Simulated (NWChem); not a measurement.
System: GeBrCl, singlet; SMILES [Cl][Ge][Br]

The following NWChem deck was run.

```
start job
memory heap 200 mb stack 900 mb global 1100 mb
geometry units angstroms noautoz
  Ge     0.781663    -0.617062     0.000000
  Cl    -0.985034    -1.914536     0.000000
  Br    -0.230245     1.500477     0.000000
end
basis spherical
  * library 6-31g*
end
dft
  xc becke88 lyp
  iterations 200
end
task dft gradient
```

Output (shortened):

```
             Northwest Computational Chemistry Package (NWChem) 7.3.0
             --------------------------------------------------------

 CS  symmetry detected

                             Geometry "geometry" -> ""
                             -------------------------

 Output coordinates in angstroms (scale by  1.889725989 to convert to a.u.)

  No.       Tag          Charge          X              Y              Z
 ---- ---------------- ---------- -------------- -------------- --------------
    1 Ge                  32.0000     0.78524196    -0.61201726     0.00000000
    2 Cl                  17.0000    -0.96858637    -1.92683408     0.00000000
    3 Br                  35.0000    -0.24747927     1.49544948     0.00000000

 Effective nuclear repulsion energy (a.u.)     473.8947092704

      Symmetry information
      --------------------

 Group name             Cs
 Group number              2
 Group order               2
 No. of unique centers     3

                                 NWChem DFT Module
                                 -----------------

 Summary of "ao basis" -> "ao basis" (spherical)
 ------------------------------------------------------------------------------
       Tag                 Description            Shells   Functions and Types
 ---------------- ------------------------------  ------  ---------------------
 Ge                          6-31g*                 12       32   5s4p3d
 Cl                          6-31g*                  8       18   4s3p1d
 Br                          6-31g*                 12       32   5s4p3d

      Symmetry analysis of basis
      --------------------------

        a'         57
        a"         25

            General Information
            -------------------
          SCF calculation type: DFT
          Wavefunction type:  closed shell.
          No. of atoms     :     3
          No. of electrons :    84
           Alpha electrons :    42
            Beta electrons :    42
          Charge           :     0
          Spin multiplicity:     1
          Use of symmetry is: on ; symmetry adaption is: on
          Maximum number of iterations: 200
          AO basis - number of functions:    82
                     number of shells:    32
          Convergence on energy requested:  1.00D-06
          Convergence on density requested:  1.00D-05
          Convergence on gradient requested:  5.00D-04

              XC Information
              --------------
                    Becke 1988 Exchange Functional  1.000
              Lee-Yang-Parr Correlation Functional  1.000

             Grid Information
             ----------------
          Grid used for XC integration:  medium
          Radial quadrature: Mura-Knowles
          Angular quadrature: Lebedev.
          Tag              B.-S. Rad. Rad. Pts. Rad. Cut. Ang. Pts.
          ---              ---------- --------- --------- ---------
          Ge                  1.25      112           9.0       590
          Cl                  1.00       88          10.0       590
          Br                  1.15      112          10.0       590
          Grid pruning is: on
          Number of quadrature shells:   312
          Spatial weights used:  Erf1

      Superposition of Atomic Density Guess
      -------------------------------------

 Sum of atomic energies:       -5106.55929772

      Non-variational initial energy
      ------------------------------

 Total energy =   -5106.826016
 1-e energy   =   -8056.779453
 2-e energy   =    2476.058728
 HOMO         =      -0.285453
 LUMO         =      -0.050460

      Symmetry analysis of molecular orbitals - initial
      -------------------------------------------------

  Numbering of irreducible representations:

     1 a'          2 a"

  Orbital symmetries:

     1 a'          2 a'          3 a'          4 a'          5 a'
     6 a'          7 a"          8 a'          9 a'         10 a'
    11 a"         12 a'         13 a'         14 a'         15 a'
    16 a"         17 a'         18 a'         19 a"         20 a'
    21 a'         22 a'         23 a"         24 a'         25 a'
    26 a"         27 a'         28 a"         29 a'         30 a'
    31 a'         32 a"         33 a"         34 a'         35 a'
    36 a'         37 a'         38 a'         39 a"         40 a"
    41 a'         42 a'         43 a"         44 a'         45 a'
    46 a'         47 a'         48 a"         49 a'         50 a'
    51 a'         52 a"

   convergence    iter        energy       DeltaE   RMS-Dens  Diis-err
 ---------------- ----- ----------------- --------- --------- ---------
 d= 0,ls=0.0,diis     1  -5110.8381571223 -5.58D+03  2.87D-02  5.79D-01
 d= 0,ls=0.0,diis     2  -5110.4726744765  3.65D-01  2.22D-02  2.43D+00
 d= 0,ls=0.0,diis     3  -5110.9101472367 -4.37D-01  4.33D-03  1.11D-01
 d= 0,ls=0.0,diis     4  -5110.9228248693 -1.27D-02  1.36D-03  1.53D-02
 d= 0,ls=0.0,diis     5  -5110.9234631791 -6.38D-04  8.22D-04  2.63D-03
  Resetting Diis
 d= 0,ls=0.0,diis     6  -5110.9238263683 -3.63D-04  3.00D-04  3.28D-04
 d= 0,ls=0.0,diis     7  -5110.9238974554 -7.11D-05  8.47D-05  4.13D-06
 d= 0,ls=0.0,diis     8  -5110.9238949017  2.55D-06  5.65D-05  1.89D-05
 d= 0,ls=0.0,diis     9  -5110.9238981977 -3.30D-06  5.60D-06  1.43D-07
 d= 0,ls=0.0,diis    10  -5110.9238982152 -1.75D-08  1.34D-06  1.14D-08

[...]

                         DFT ENERGY GRADIENTS

    atom               coordinates                        gradient
                 x          y          z           x          y          z
   1 Ge      1.483892  -1.156545   0.000000   -0.016690   0.003042   0.000000
   2 Cl     -1.830363  -3.641188   0.000000    0.011617   0.010713   0.000000
   3 Br     -0.467668   2.825990   0.000000    0.005072  -0.013755   0.000000
```

Level: BLYP/6-31G* (spherical d). Low-valent species are run as closed-shell singlets; no triplet was tried in these runs. The geometry was optimised at PBE0/def2-SVP.
